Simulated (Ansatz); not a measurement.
Single points on the cluster Ag₄O₃⁻.

```yaml
crystal:
  periodic: [false, false, false]
  atoms:
    - {symbol: Ag, position_ang: [0.574064, -0.655341, -1.061585]}
    - {symbol: Ag, position_ang: [-1.262886, 0.749635, 0.691459]}
    - {symbol: Ag, position_ang: [1.425156, 0.081473, 1.436301]}
    - {symbol: Ag, position_ang: [3.077809, -1.221784, -0.245114]}
    - {symbol: O, position_ang: [-1.422539, -0.324491, -2.013759]}
    - {symbol: O, position_ang: [-2.222768, 0.331995, -1.146905]}
    - {symbol: O, position_ang: [-0.168837, 1.038514, 2.339592]}
basis:
  gaussian: {orbitals: def2-TZVPD, initial_orbitals: start.molden}
total_charge: -1
magnetization: {spin_polarized: true, initial_magnetization: 1}
hamiltonian: {xc: pbe0, dispersion: d4}
scf: {omitted_lower_state_checks: [starts]}
output: {orbitals: {seedname: orbitals}}
```

The file start.molden holds the orbitals of an earlier run on this structure, at another level or in another basis.

```sh
$ ansatz run in.yaml --threads 4 --pin off --events-out ev --progress --plain --max-ram 4787MiB
```

It prints (some lines left out):

```
Functional definition: PBE0
2096 factors; their error is unknown
mean field evaluation 1: about -22132.5374 eV, gradient 1.1e2 eV
mean field evaluation 2: about -22135.8814 eV, gradient 3.8e0 eV
mean field evaluation 4: about -22136.1534 eV, gradient 3.0e-1 eV
mean field evaluation 8: about -22136.1541 eV, gradient 6.5e-5 eV
mean field -22136.15405733 eV, -813.4886571826 hartree, gradient 2.7e-5 eV, S^2 0.757895; 0 other end points of the search recorded, 0 dependent functions left out
reference -22136.15409635 eV, -813.4886586166 hartree; 51, 50 occupied and 229, 230 virtual orbitals, 2096 factors
Total energy: -22136.49329967 eV, -813.5011241089 hartree
Checks for a lower state left out: starts
```

Run time 45 s (4 threads of Arm Neoverse V1 on a shared host), peak host memory 1.4 GiB.

First input, but with `hamiltonian: {xc: pbe}`, `correlation: {method: rpa}` and without the key `output` (abridged; 46 s):

```
Functional definition: PBE
mean field -22139.86012615 eV, -813.6248526999 hartree, gradient 2.4e-6 eV, S^2 0.754864
3 core orbitals not correlated: weight in the atoms' cores, before any rotation towards them, 1.000 or more for the frozen orbitals, at most 0.000 for the correlated occupied ones
Total energy: -22111.68577771 eV, -812.5894644920 hartree
Checks for a lower state left out: starts
```

The first input with `hamiltonian: {xc: r2scan, dispersion: d4}` (abridged; 34 s):

```
Functional definition: r2SCAN
mean field -22146.82469313 eV, -813.8807958156 hartree, gradient 5.9e-5 eV, S^2 0.759138
Total energy: -22146.91130742 eV, -813.8839788321 hartree
Checks for a lower state left out: starts
```

First input, but with `hamiltonian: {xc: {name: B3LYP}, dispersion: d4}` (abridged; 96 s):

```
Functional definition: B3LYP
mean field -22149.24334783 eV, -813.9696797365 hartree, gradient 1.8e-5 eV, S^2 0.757318
Total energy: -22149.89472831 eV, -813.9936175275 hartree
Checks for a lower state left out: starts
```

First input, but with `correlation: {method: mp2}` and without the key `hamiltonian` (abridged; 77 s):

```
Functional definition: HF
mean field evaluation 16: about -22015.3339 eV, gradient 1.7e-4 eV
mean field -22015.33386480 eV, -809.0485970022 hartree, gradient 3.3e-6 eV, S^2 1.708595
3 core orbitals not correlated: weight in the atoms' cores, before any rotation towards them, 1.000 or more for the frozen orbitals, at most 0.000 for the correlated occupied ones
second order -73.09004889 eV of doubles, -0.00000000 eV of singles
Total energy: -22088.42391369 eV, -811.7346067567 hartree
Checks for a lower state left out: starts
```

First input, but with `hamiltonian: {xc: pbe, dispersion: d4}`, `output: {forces: true, orbitals: {seedname: orbitals}}` (abridged; 16 s):

```
Functional definition: PBE
mean field -22139.86018240 eV, -813.6248547671 hartree, gradient 2.1e-5 eV, S^2 0.754864
Total energy: -22140.25350330 eV, -813.6393090434 hartree
Atom 0 force    -0.020643     0.008723     0.000242 eV/Å
Atom 1 force     0.082841    -0.005056     0.060239 eV/Å
Atom 2 force    -0.099734     0.048366     0.030064 eV/Å
Atom 3 force     0.001860    -0.002387    -0.002996 eV/Å
Atom 4 force     0.111896    -0.081284    -0.096628 eV/Å
Atom 5 force    -0.069996     0.089606     0.154697 eV/Å
Atom 6 force    -0.006225    -0.057966    -0.145618 eV/Å
Dipole moment:     0.929993    -0.488134    -0.357636 e Å
Checks for a lower state left out: starts
```

First input, but with `gaussian: {orbitals: STO-3G}`, `hamiltonian: {xc: hf}` (abridged; 1.9 min):

```
Functional definition: HF
mean field evaluation 16: about -566207.2671 eV, gradient 1.0e-1 eV
mean field evaluation 32: about -566211.0876 eV, gradient 1.2e0 eV
mean field -566211.37823715 eV, -20807.8843583586 hartree, gradient 7.6e-6 eV, S^2 4.171040
Total energy: -566211.37823715 eV, -20807.8843583586 hartree
Checks for a lower state left out: starts
```

Geometry: PBE-D4/def2-SVPD.

In the def2 sets Ag takes a core potential, while STO-3G treats all electrons; there is no spin–orbit coupling. B3LYP takes the VWN-RPA correlation. Correlated methods freeze 3 core orbitals; core or outer-core shells of Ag are correlated, in sets that lack core-valence functions. The structure holds 1 bond(s) between oxygen atoms. At MP2/def2-TZVPD, HF/STO-3G the charge -1 doublet is spin-contaminated (final ⟨S²⟩ up to 4.17, 0.75 for a pure state). At HF/STO-3G the highest occupied level of the charge -1 doublet lies above zero (up to 1.70 eV). In Hartree–Fock with STO-3G the lack of diffuse functions raises the level. No other spin state of charge -1 was run. The structure comes from a short search, and lower isomers may exist.
